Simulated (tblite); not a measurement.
C5H13FSi2.
Geometry (GFN2-xTB, Å), atoms numbered from 1 in this order:
```xyz
21
C5H13FSi2 angstrom
F     -3.4766    0.0572    0.8823
C     -2.4985   -0.2218   -0.0460
C     -1.5033    0.9294   -0.2243
C     -0.4278    0.1078    0.5205
C      0.9140   -0.0635   -0.1728
Si     1.8083    1.6128   -0.3526
Si     1.9863   -1.3587    0.7293
C     -1.3820   -1.1072    0.5171
H     -3.0235   -0.5784   -0.9372
H     -1.8080    1.8580    0.2522
H     -1.2626    1.1200   -1.2678
H     -0.2730    0.4861    1.5332
H      0.7213   -0.4427   -1.1832
H      1.0079    2.5350   -1.1635
H      3.0966    1.4017   -1.0133
H      2.0111    2.1987    0.9730
H      2.1979   -0.9320    2.1131
H      1.3195   -2.6642    0.7293
H      3.2699   -1.4859    0.0390
H     -1.0819   -1.8957   -0.1696
H     -1.6045   -1.5398    1.4896
```

Computed values, GFN2-xTB/tblite, gas phase, harmonic and unscaled. This tight-binding method is rough: wavenumbers can miss measured ones by several per cent, in bad cases by 10 to 20. Modes of hydrogen on silicon can be 10 to 20 % off. One conformer, not necessarily the lowest.

Harmonic wavenumbers (cm⁻¹): 38.1, 78.2, 106.0, 109.3, 120.0, 168.0, 238.0, 296.5, 300.9, 414.3, 432.4, 512.6, 520.3, 521.0, 547.6, 698.1, 741.5, 764.7, 782.9, 784.9, 788.6, 803.2, 812.1, 818.7, 860.8, 874.4, 951.2, 990.9, 1014.5, 1056.0, 1076.5, 1087.2, 1114.4, 1153.2, 1164.5, 1212.9, 1228.7, 1234.2, 1253.8, 1254.1, 1312.2, 1341.0, 1449.4, 1459.1, 2237.6, 2244.8, 2255.8, 2261.7, 2268.0, 2274.3, 2905.6, 2933.3, 2956.2, 3015.2, 3017.5, 3025.8, 3026.6.

A = 2184, B = 782.4, C = 611.0 MHz; mass 148.054 u (most abundant isotopes); point group Cs, symmetry number 1.

Problem. What is the zero-point energy?

Solution. ½Σν̃ = 34455 cm⁻¹ = 412.17 kJ/mol.

Problem. Give the ideal-gas entropy at 500 K and 1 bar in the rigid-rotor, harmonic-oscillator model (classical rotation).

Solution. Translation 181.93, rotation 132.43, vibration 241.35: S = 555.7 J/(mol K).

Problem. And Cp and H(500 K) − H(0)?

Solution. Cp = 274.98 J/(mol K), of which vibrations give 241.73 (their classical limit is 57 R = 473.9); H(500 K) − H(0) = 78.83 kJ/mol without the zero-point energy, 62.20 from vibrations.

Problem. How do the functions run with temperature in this model?

Solution. 
| T (K) | S (J/(mol K)) | Cp (J/(mol K)) | H − H(0) (kJ/mol) | G − H(0) (kJ/mol) | ln q(vib) |
| --- | --- | --- | --- | --- | --- |
| 100 | 303.3 | 84.5 | 5.83 | -24.50 | 2.09 |
| 200 | 375.7 | 131.1 | 16.54 | -58.59 | 5.09 |
| 300 | 438.9 | 184.5 | 32.31 | -99.35 | 8.07 |
| 800 | 704.8 | 357.8 | 174.94 | -388.87 | 22.77 |
| 1000 | 788.6 | 392.7 | 250.20 | -538.39 | 28.17 |

q(vib) and H(0) count from the zero-point level.

Problem. Blend soft modes into free rotors: weight 1/[1 + (100 cm⁻¹/ν̃)⁴] for the oscillator and the rest for a rotor with moment μB/(μ + B), μ = h/(8π²ν), B = 10⁻⁴⁴ kg m². What vibrational entropy results?

Solution. 223.61 J/(mol K) in place of 241.35, which changes −T·S at 500 K by +8.87 kJ/mol.

Hindered rotation and anharmonicity are outside this model. Other conformers, if any are populated, would add a mixing term that is left out.

The run took 1.3 s on Intel Xeon at 2.70 GHz, one thread, shared host with 64 logical CPUs at a one-minute load of 60. The figure is for the frequency step alone.
